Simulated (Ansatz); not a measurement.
Mulliken charges of `[CuH]` from r2SCAN/def2-TZVPP in Ansatz (PBE0-D4/def2-TZVP geometry).

```csv
atom,x (Å),y (Å),z (Å),charge (e)
Cu1,-0.631,0.228,-0.319,0.111
H2,0.631,-0.228,0.319,-0.111
```

Q: By hand: the dipole of these point charges (1 e Å = 4.8032 D).

A: Σ q r = (-0.140, 0.051, -0.071) e Å, of length 0.165 e Å = 0.79 D.

Q: How does the dipole of the full density compare? (Best estimate.)

A: Ansatz gave: (-0.448, 0.162, -0.226) e Å, 2.53 D; the point charges give 0.31 times that, at 0° from its direction.

Point charges leave out the atoms' own dipoles, such as those of lone pairs, and Mulliken's split depends on the basis, so the two needn't agree.
